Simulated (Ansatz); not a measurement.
```yaml
atoms:
  - { symbol: P, position_ang: [0.0066, 0.0026, 0.1231] }
  - { symbol: H, position_ang: [1.1944, -0.0090, -0.6548] }
  - { symbol: H, position_ang: [-0.5957, 1.0266, -0.6497] }
  - { symbol: H, position_ang: [-0.5905, -1.0344, -0.6568] }
```

Basis set: cc-pVDZ (spherical functions). Left uncorrelated: 5 orbitals. Charge 0, multiplicity 1.

Computed with Ansatz (development build ahead of 0.2.0); each method stands on the lowest determinant of its kind that the runs found. Restricted open shells among the atoms or ions are ROHF, correlated in semicanonical orbitals with singles.

Q: Give the atomization energy at this shape (free ground-state atoms in the same class of orbitals less the molecule, no zero-point energy) of singlet PH₃ by RHF-MP2, RHF.

A:

```csv
method,atomization energy
RHF-MP2,878.9 kJ/mol
RHF,691.5 kJ/mol
```
